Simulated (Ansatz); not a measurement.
The cluster Mo2P2⁺. The state is a doublet with charge 1. Geometry r2SCAN-D4/def2-SVP, that of the neutral singlet.

```xyz
4

Mo    0.899    0.402   -0.379
Mo   -0.899   -0.402    0.379
P     0.192    1.888    1.053
P    -0.192   -1.888   -1.053
```

In the def2 sets Mo takes a core potential; there is no spin–orbit coupling. At r2SCAN-D4/def2-TZVP, PBE0-D4/def2-TZVP the charge 1 doublet is spin-contaminated (final ⟨S²⟩ up to 1.50, 0.75 for a pure state). The structure comes from a short search, and lower isomers may exist.

Task: Estimate the α-spin orbital energies around the gap (eV) in Ansatz with PBE-D4/def2-TZVP, r2SCAN-D4/def2-TZVP, PBE0-D4/def2-TZVP.

Result: 
```json
{"orbital": "HOMO−5", "PBE-D4/def2-TZVP": "-12.21", "r2SCAN-D4/def2-TZVP": "-12.44", "PBE0-D4/def2-TZVP": "-13.36"}
{"orbital": "HOMO−4", "PBE-D4/def2-TZVP": "-12.15", "r2SCAN-D4/def2-TZVP": "-12.35", "PBE0-D4/def2-TZVP": "-13.16"}
{"orbital": "HOMO−3", "PBE-D4/def2-TZVP": "-11.86", "r2SCAN-D4/def2-TZVP": "-12.06", "PBE0-D4/def2-TZVP": "-12.83"}
{"orbital": "HOMO−2", "PBE-D4/def2-TZVP": "-10.69", "r2SCAN-D4/def2-TZVP": "-11.03", "PBE0-D4/def2-TZVP": "-11.76"}
{"orbital": "HOMO−1", "PBE-D4/def2-TZVP": "-10.39", "r2SCAN-D4/def2-TZVP": "-10.53", "PBE0-D4/def2-TZVP": "-11.28"}
{"orbital": "HOMO", "PBE-D4/def2-TZVP": "-10.22", "r2SCAN-D4/def2-TZVP": "-10.47", "PBE0-D4/def2-TZVP": "-11.11"}
{"orbital": "LUMO", "PBE-D4/def2-TZVP": "-8.79", "r2SCAN-D4/def2-TZVP": "-8.59", "PBE0-D4/def2-TZVP": "-7.79"}
{"orbital": "LUMO+1", "PBE-D4/def2-TZVP": "-8.75", "r2SCAN-D4/def2-TZVP": "-8.28", "PBE0-D4/def2-TZVP": "-7.60"}
{"orbital": "LUMO+2", "PBE-D4/def2-TZVP": "-8.20", "r2SCAN-D4/def2-TZVP": "-8.07", "PBE0-D4/def2-TZVP": "-7.30"}
{"orbital": "LUMO+3", "PBE-D4/def2-TZVP": "-7.94", "r2SCAN-D4/def2-TZVP": "-7.71", "PBE0-D4/def2-TZVP": "-6.90"}
{"orbital": "LUMO+4", "PBE-D4/def2-TZVP": "-7.65", "r2SCAN-D4/def2-TZVP": "-7.41", "PBE0-D4/def2-TZVP": "-6.54"}
{"orbital": "LUMO+5", "PBE-D4/def2-TZVP": "-7.55", "r2SCAN-D4/def2-TZVP": "-7.32", "PBE0-D4/def2-TZVP": "-6.51"}
{"orbital": "β HOMO", "PBE-D4/def2-TZVP": "-10.25", "r2SCAN-D4/def2-TZVP": "-10.34", "PBE0-D4/def2-TZVP": "-11.08"}
{"orbital": "β LUMO", "PBE-D4/def2-TZVP": "-9.78", "r2SCAN-D4/def2-TZVP": "-9.79", "PBE0-D4/def2-TZVP": "-9.13"}
```
